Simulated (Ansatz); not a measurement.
Program: Ansatz. Geometries: PBE0-D4/def2-TZVP. ΔE: electronic, gas phase. CCSD(T)/CBS adds triple-zeta CCSD(T) − MP2 to the extrapolated MP2 energy (def2 sets, frozen cores). This one scheme is used for every species. Functionals use def2-TZVPP. For Ge outer-core shells are correlated without core-valence functions, which leaves a few kJ/mol of doubt a bond. Scalar relativity is left out up to krypton. Each species was taken in one conformer, which may not be the lowest.

Reaction (substitution at a C–N bond): `C[N](C)[AlH2]` + `[OH][GeH]([OH])[Cl]` → `C[O][GeH]([OH])[Cl]` + `C[NH][AlH2]`

```json
{"level": "r2SCAN0-D4", "ΔE (eV)": "0.29"}
{"level": "MP2/def2-SVP", "ΔE (eV)": "0.30"}
```

(1) What does CCSD(T)/CBS give? (Best estimate.)

Largest T1 diagnostic among the species: 0.012.

Results:

(1) Ansatz gave: +0.29 eV. The listed levels differ from it by 0.00, 0.01 eV.

At CCSD(T), def2-SVP lies −0.04 eV from the extrapolated value and def2-TZVPP −0.00 eV. In def2-TZVPP, CCSD(T) changes the Hartree–Fock value by +0.12 eV (the triples alone add +0.01 eV) and MP2 by +0.16 eV. Leaving LDA and LC-ωPBE aside and taking each functional with its dispersion term where it has one, the values, not all of them listed here, spread over 0.08 eV, from BHLYP-D4 to revPBE-D4. LDA lies +0.08 eV from PBE without D4.
